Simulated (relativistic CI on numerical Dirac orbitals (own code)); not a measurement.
One change at a time: Co26+

Base calculation: Dirac-Coulomb-Breit CI, KLI orbitals optimised for each configuration, a model potential for QED.

Configurations in the expansion: 1s, 2s, 2p, 3s, 3p, 3d, 4s, 4p, 4d, 4f, 5s, 5p, 5d, 5f, 5g, 6s, 6p, 6d. Levels of other configurations are missing.

Variants: (1) QED terms removed; (2) non-relativistic limit. Shifts of the energy above 1s 2S_1/2, in eV, for the lowest level and the first level of each name with at least 55 % of one term (blank where a level changes its place among those of its configuration and J or its character, or is not in the variant):

```csv
Level,Base,Δ(1),Δ(2)
1s 2S_1/2,0.00,0.00,0.00
2p 2P°_1/2,7501.81,+4.44,-63.01
2s 2S_1/2,7502.46,+3.80,-63.66
2p 2P°_3/2,7526.52,+4.39,-87.73
3p 2P°_1/2,8899.19,+4.43,-82.83
3s 2S_1/2,8899.38,+4.24,-83.02
3d 2D_3/2,8906.50,+4.43,-90.14
3p 2P°_3/2,8906.51,+4.42,-90.16
3d 2D_5/2,8908.90,+4.43,-92.54
4p 2P°_1/2,9387.26,+4.43,-88.75
4s 2S_1/2,9387.34,+4.35,-88.84
4d 2D_3/2,9390.34,+4.43,-91.84
4p 2P°_3/2,9390.35,+4.43,-91.84
4f 2F°_5/2,9391.35,+4.43,-92.85
```
